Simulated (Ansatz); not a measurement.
Coupled-cluster diagnostics for In3As3H12, a cluster cut from wurtzite InAs (hydrogen-capped), Ansatz.

Geometry of the singlet (r2SCAN-D4/def2-SVP):

| atom | x (Å) | y (Å) | z (Å) |
| --- | --- | --- | --- |
| As1 | -2.185 | 0.567 | -0.539 |
| In2 | -0.621 | 2.790 | -0.521 |
| As3 | 1.723 | 1.418 | -0.642 |
| In4 | -2.150 | -1.706 | 0.954 |
| As5 | 0.493 | -2.203 | 0.549 |
| In6 | 2.709 | -0.652 | 0.819 |
| H7 | -3.610 | 1.074 | -0.467 |
| H8 | -2.261 | 0.119 | -1.983 |
| H9 | -0.832 | 3.574 | -2.041 |
| H10 | -0.718 | 3.430 | 1.074 |
| H11 | 1.909 | 1.033 | -2.094 |
| H12 | 2.808 | 2.473 | -0.630 |
| H13 | -3.033 | -2.902 | 0.082 |
| H14 | -2.295 | -1.202 | 2.593 |
| H15 | 0.594 | -2.844 | -0.819 |
| H16 | 0.789 | -3.467 | 1.326 |
| H17 | 2.721 | -0.117 | 2.455 |
| H18 | 3.959 | -1.384 | -0.114 |

In the def2 sets In takes a core potential; there is no spin–orbit coupling. Correlated methods freeze 39 core orbitals; core or outer-core shells of As, In are correlated, in sets that lack core-valence functions.

**Question.** Estimate the CCSD(T) correlation energy, the shares of MP2 and (T), T1 and the reference's ⟨S²⟩ for: charge 0, singlet, own geometry in def2-SVP; and the rough time on 2 threads of AMD EPYC 7R13 on a shared host and a share (18 GiB) of an NVIDIA H100 80GB HBM3.

**Answer.** 
| state | basis | correlation (eV) | MP2 share (%) | (T) share (%) | T1 | ⟨S²⟩ (pure) | wall time |
| --- | --- | --- | --- | --- | --- | --- | --- |
| charge 0, singlet, own geometry | def2-SVP | -31.064 | 90.4 | 3.0 | 0.009 | 0.00 (0.00) | 13 s |
Customary marks for T1 are 0.02 (closed shells), 0.045 (open shells) and about 0.05 (3d metals). T1 stays under 0.02 throughout.
